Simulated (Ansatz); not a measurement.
Q: Name a neutral molecule of In, N, O and H with HOMO energy (ωB97M-V/def2-TZVPP) between -9.55 and -9.25 eV and HOMO energy (PBE/def2-TZVPP) between -5.85 and -5.55 eV (Ansatz, PBE0-D4/def2-TZVP geometry).

A: `[NH2][InH][OH]` (-9.50 eV, -5.76 eV); `[NH2][In]([NH2])[OH]` (-9.43 eV, -5.68 eV). Other molecules can fit too; these were computed, each in one conformer that needn't be the lowest.
